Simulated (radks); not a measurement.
Problem. The mean radii <r> (bohr) of the occupied orbitals of an atom or ion are listed with their occupations. Calculated with a radial shooting solver on a logarithmic mesh with Libxc functionals: Dirac Kohn-Sham, PBE, spin-unpolarised, spherical densities, point nucleus.

orbital  occ.      <r>
1s1/2       2  0.01773
2s1/2       2  0.07424
2p1/2       2  0.06130
2p3/2       4  0.06950
3s1/2       2   0.1933
3p1/2       2   0.1835
3p3/2       4   0.1986
3d3/2       4   0.1734
3d5/2       6   0.1781
4s1/2       2   0.4317
4p1/2       2   0.4357
4p3/2       4   0.4693
4d3/2       4   0.4824
4d5/2       6   0.4937
5s1/2       2    1.005
5p1/2       2    1.094
4f5/2       6   0.5521
4f7/2       8   0.5602
5p3/2       4    1.190
5d3/2       4    1.588
5d5/2       1    1.634

Name the element and its charge. Open shells, if any, fill j = l - 1/2 first.

Solution. Z = 76, osmium, charge +3: Os3+ in [Xe] 4f14 5d5. The 1s radius gives Z: for a bare nucleus <r> = (2 gamma + 1)/(2Z) with gamma = sqrt(1 - (Z/c)^2), 0.01753 bohr for Z = 76, and screening makes it slightly larger (0.01773 here). The occupations add up to 73, and the charge is Z minus that.
